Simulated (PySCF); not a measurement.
CH$_{4}$OZn, charge +1, doublet, at a GFN2-xTB geometry (such geometries of metal compounds can be far from the true shape) (a state made from the parent by changing its charge; the spin is typed, not shown lowest). Base run: B3LYP/6-31G* in PySCF.

Input for PySCF:
```python
from pyscf import gto, scf, dft

mol = gto.Mole()
mol.atom = '''
    Zn   -0.01607811    0.02327576    0.23724981
    C    -0.17205624    1.60158829   -1.11531859
    H    -0.94121999    2.27474960   -0.73755294
    H    -0.45181182    1.03996775   -2.01019343
    H     0.82839982    2.03582431   -1.14030436
    O     0.22773997   -1.68299884    0.29322262
    H     0.25739310   -2.19435339    1.11668716
'''
mol.basis = '6-31g*'
mol.charge = 1
mol.spin = 1
mol.verbose = 3
mol.build()

mf = dft.UKS(mol)
mf.xc = 'b3lyp'
mf.kernel()
```

The base run was repeated with changes; each row names its change, and settings that it needs were set with it.

| change | basis functions | E (Eh) | HOMO (eV) |
|---|---|---|---|
| base | 70 | -1894.49710 | -13.86 |
| basis = cc-pVTZ-DK; relativity = none | 184 | -1885.83636 | -13.99 |
| basis = ANO-RCC-VDZP; relativity = spin-free X2C | 82 | -1911.46189 | -14.18 |
| basis = cc-pVTZ-DK; relativity = spin-free X2C | 184 | -1911.48234 | -14.16 |
| basis = x2c-TZVPall; relativity = none | 134 | -1888.31896 | -14.02 |
| basis = cc-pVTZ-DK; relativity = spin-free X2C; nucleus = Gaussian (with mol.nucmod = 'G') | 184 | -1911.47345 | -14.16 |
| basis = x2c-TZVPall; relativity = spin-free X2C | 134 | -1911.46151 | -14.18 |
| basis = ANO-RCC-VDZP; relativity = none | 82 | -1885.76543 | -14.05 |
| basis = x2c-TZVPall; relativity = spin-free X2C; nucleus = Gaussian (with mol.nucmod = 'G') | 134 | -1911.45379 | -14.18 |
| basis = ANO-RCC-VDZP; relativity = spin-free X2C; nucleus = Gaussian (with mol.nucmod = 'G') | 82 | -1911.45301 | -14.18 |

Total energies compare only within one method and basis.

Open shells are given as the SCF converged; they aren't shown to be the lowest states, and a large step between rows can be another state.

Basis sets contracted for a relativistic Hamiltonian are a mismatch without it, so the rows without relativity aren't non-relativistic limits. No row has spin-orbit coupling; sets with core potentials leave out the core electrons.
